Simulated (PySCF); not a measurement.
**Vibration and rotation of MgSe**

RHF-CCSD(T) constants of MgSe, ¹Σ⁺ (singlet), closed shell (basis Mg x2c-TZVPPall, Se x2c-TZVPPall; spin-free X2C with a Gaussian nucleus; PySCF 2.14; masses 23.9850 and 79.9165 u):

```
ωe            : 418.1 cm⁻¹
ωexe          : 1.68 cm⁻¹
Be            : 0.17674 cm⁻¹
αe            : 0.000929 cm⁻¹
De to Mg + Se : 1.69 eV
```

**Question.** What force constant and bond length do these constants imply?

**Answer.** Reduced mass μred = 18.448 u; k = 5.8918×10⁻⁷·μred·ωe² (u, cm⁻¹, mdyn/Å) = 1.90 mdyn/Å; Re = √(16.8576/(μred·Be)) (u, cm⁻¹, Å) = 2.274 Å.

**Question.** Estimate the centrifugal constant D from the Kratzer relation and find the Dunham coefficient a1.

**Answer.** D = 4Be³/ωe² = 1.26e-07 cm⁻¹; a1 = −1 − αeωe/(6Be²) = -3.07.

Correlated steps freeze 10 core orbitals. Where the molecule has an RHF reference, its open-shell atoms are computed with UHF.
